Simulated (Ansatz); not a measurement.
The same redistribution along the group B, Al, Ga, In.

Gas-phase electronic energies from Ansatz, PBE0-D4/def2-TZVP geometries. CBS: MP2 limit from def2 TZ/QZ plus the TZ coupled-cluster correction, frozen cores. This one scheme is used for every species. Functionals use def2-TZVPP. def2 core potentials past Kr. For Ga, In, Mg outer-core shells are correlated without core-valence functions, which leaves a few kJ/mol of doubt a bond. Scalar relativity is left out up to krypton. Each species was taken in one conformer, which may not be the lowest.

```csv
reaction,CCSD(T)/CBS(def2) (kcal/mol)
`NBO` + `[NH2][Mg][N]([SiH3])[SiH3]` → `NB(N)O` + `[MgH][N]([SiH3])[SiH3]`,-2.7
`[NH2][AlH][OH]` + `[NH2][Mg][N]([SiH3])[SiH3]` → `[NH2][Al]([NH2])[OH]` + `[MgH][N]([SiH3])[SiH3]`,-5.6
`[NH2][GaH][OH]` + `[NH2][Mg][N]([SiH3])[SiH3]` → `[NH2][Ga]([NH2])[OH]` + `[MgH][N]([SiH3])[SiH3]`,6.5
`[NH2][InH][OH]` + `[NH2][Mg][N]([SiH3])[SiH3]` → `[NH2][In]([NH2])[OH]` + `[MgH][N]([SiH3])[SiH3]`,?
```

Question: Fill in the missing values. (Best estimate.)

Answer: Ansatz gave: `[NH2][InH][OH]` + `[NH2][Mg][N]([SiH3])[SiH3]` → `[NH2][In]([NH2])[OH]` + `[MgH][N]([SiH3])[SiH3]`: +13.3 kcal/mol.

Largest T1 diagnostic: 0.016, for `[NH2][InH][OH]`.
